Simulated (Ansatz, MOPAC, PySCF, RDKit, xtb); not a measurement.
Pair of molecules: CH4 (SMILES C) (first 5 atoms) with N2 (SMILES N#N); geometry from B3LYP-D3(BJ)/def2-TZVP, rigid monomers moved along the line of their centres of mass till C1···N6 is 3.26 Å.
(charge 0, multiplicity 1):
```xyz
7

C      0.02468    -0.04913    -0.08081
H      0.96422     0.39518     0.24492
H     -0.07878    -1.04061     0.35790
H     -0.80434     0.57915     0.24196
H      0.01840    -0.12948    -1.16685
N      0.07886    -0.42372     3.15795
N     -0.18550     0.63394     3.12239
```

Monomers are frozen at their geometry in the pair; levels with a basis set take the counterpoise correction. Rows marked so take none.

Cores are frozen in the correlated methods. Rows in 6-31G* carry no dispersion term and start afresh at each structure (6-31G* with six Cartesian d functions). MP2/6-31G* freezes PySCF's default core. The state reached by PM6 isn't checked.

Programs: Ansatz (Gaussian basis) for Hartree–Fock, density functionals and correlated methods; MOPAC for PM6 (differences of heats of formation); PySCF for 6-31G* rows, the dispersion terms; RDKit for the force fields; xtb for the GFN methods. 

| level | interaction energy (meV) |
|---|---|
| MMFF94 | 24.5 |
| PM6 | -9.1 |
| GFN1-xTB | -24.1 |
| B3LYP/6-31G* (no counterpoise) | 21.0 |
| B3LYP-D4/def2-TZVPPD | 10.8 |
| MP2/6-31G* (no counterpoise) | -6.0 |
| SCS-MP2/aug-cc-pVDZ | 14.5 |
| SCS-MP2/aug-cc-pVTZ | 6.4 |
| CCSD(T)/aug-cc-pVTZ | ? |

Question: Fill in the missing entries.

Answer: 
- CCSD(T)/aug-cc-pVTZ, interaction energy (meV): -2.8

Ansatz is a program for electronic structure.
